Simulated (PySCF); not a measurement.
## AlI: script and output

The script input.py:

```python
from pyscf import gto, dft
from pyscf.prop.polarizability import rhf as pol

mol = gto.M(
    atom='Al 0 0 0; I 0 0 2.505',
    basis='def2-svpd',
    ecp={'I': 'def2-svpd'},
    charge=0,
    spin=0,
    verbose=4,
)
mf = dft.RKS(mol, xc='o3lyp')
mf.kernel()
print('polarizability (a.u.)')
print(pol.Polarizability(mf).polarizability().round(4))
mf.dip_moment()
print('orbital energies (hartree):', mf.mo_energy[..., max(0, mol.nelec[1]-3):mol.nelec[0]+3].round(4))
```

```bash
$ OMP_NUM_THREADS=1 python input.py
```

It prints (some set-up lines and the per-cycle HOMO/LUMO lines with their warnings removed):

```
PySCF version 2.14.0

[INPUT] Symbol           X                Y                Z      unit          X                Y                Z       unit  Magmom
[INPUT]  1 Al     0.000000000000   0.000000000000   0.000000000000 AA    0.000000000000   0.000000000000   0.000000000000 Bohr   0.0
[INPUT]  2 I      0.000000000000   0.000000000000   2.505000000000 AA    0.000000000000   0.000000000000   4.733763942035 Bohr   0.0

nuclear repulsion = 68.6557259676647
number of shells = 23
number of NR pGTOs = 112
number of NR cGTOs = 59
basis = def2-svpd
ecp = {'I': 'def2-svpd'}

******** <class 'pyscf.dft.rks.RKS'> ********
method = RKS
initial guess = minao
damping factor = 0
level_shift factor = 0
DIIS = <class 'pyscf.scf.diis.CDIIS'>
SCF conv_tol = 1e-09
SCF max_cycles = 50
XC functionals = o3lyp
    W.-M. Hoe, A. J. Cohen, and N. C. Handy.,  Chem. Phys. Lett. 341, 319–328 (2001)

grids dens level: 3
Initial guess from minao.
tot grids = 41144
init E= -509.031292598682
cycle= 1 E= -538.085906645631  delta_E= -29.1  |g|= 3.26  |ddm|= 10.1
cycle= 2 E= -530.803175581537  delta_E= 7.28  |g|= 4.13  |ddm|= 24.3
cycle= 3 E= -539.316198524645  delta_E= -8.51  |g|= 1.15  |ddm|= 23.2
cycle= 4 E= -537.880865151885  delta_E= 1.44  |g|= 2.17  |ddm|=  5.7
cycle= 5 E= -540.335867066309  delta_E= -2.46  |g|= 0.287  |ddm|= 2.89
cycle= 6 E= -540.37329174818  delta_E= -0.0374  |g|= 0.114  |ddm|= 0.561
cycle= 7 E= -540.378196761912  delta_E= -0.00491  |g|= 0.024  |ddm|= 0.225
cycle= 8 E= -540.378456439016  delta_E= -0.00026  |g|= 0.00472  |ddm|= 0.0417
cycle= 9 E= -540.378474207507  delta_E= -1.78e-05  |g|= 0.000691  |ddm|= 0.0184
cycle= 10 E= -540.378474458572  delta_E= -2.51e-07  |g|= 0.000153  |ddm|= 0.00211
cycle= 11 E= -540.378474468317  delta_E= -9.74e-09  |g|= 1.42e-05  |ddm|= 0.000443
cycle= 12 E= -540.37847446845  delta_E= -1.33e-10  |g|= 8.02e-07  |ddm|= 4.14e-05
Extra cycle  E= -540.37847446845  delta_E= 4.55e-13  |g|= 7.7e-07  |ddm|= 4.43e-06
converged SCF energy = -540.37847446845
polarizability (a.u.)
Isotropic polarizability 78.3112120087
Polarizability anisotropy 38.5505388938
[[ 65.461   -0.      -0.    ]
 [ -0.      65.461   -0.    ]
 [ -0.      -0.     104.0116]]
Dipole moment(X, Y, Z, Debye):  0.00000, -0.00000, -1.36400
orbital energies (hartree): [-0.2631 -0.2631 -0.2258 -0.079  -0.079  -0.0119]
```

In short: E(SCF) = -540.378474 Eh, 12 cycles, μz(SCF) = -1.36 D, α(xx, yy, zz) = 65.5, 65.5, 104.0 bohr³.

It ran on Arm Neoverse V2 (1 thread, shared host) in 5.2 s, peak memory 0.24 GiB.

Stability towards an unrestricted solution was not tested. The bond length is a typed value, not an optimised one.
